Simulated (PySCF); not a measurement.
Vertical excitations of a molecule C4H6BrF from TDA-PBE/def2-SVPD (PySCF), as energy in eV (oscillator strength): 5.10 (0.000), 5.85 (0.000), 5.87 (0.000), 5.91 (0.000), 5.93 (0.000), 6.37 (0.014), 6.57 (0.000), 6.83 (0.017), 6.88 (0.027), 7.01 (0.021). Lowest triplet (TDA): 4.46 eV. Geometry optimised at PBE0-D3(BJ)/def2-SVP. The values are those of a single conformer.

**Question.** Pick the molecule that these values belong to.
A. F/C=C/CCBr
B. CC/C(F)=C/Br
C. C=C[C@@H](F)CBr
D. FC1(CBr)CC1

**Answer.** A, F/C=C/CCBr
